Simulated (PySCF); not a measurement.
GaCl, SMILES [Cl][Ga] (connectivity only; charge and spin as stated), neutral, multiplicity 1. The structure is a stationary point at PBE-D3(BJ)/def2-TZVP.

TDDFT-LC-ωPBE/def2-TZVPD in PySCF puts the lowest singlet excitations at 4.93, 4.93, 6.48, 6.51, 6.51, 6.86 eV.

Task: What are the lowest excitation roots from PySCF with ADC(2)/aug-cc-pVDZ? (The exact figures need the calculation; the answer reports its results.)

Result: 4.95, 4.95, 6.23, 6.41, 6.89, 7.12 eV. S1 differs by 0.02 eV (second minus first; roots are paired by order, and the bases may differ).
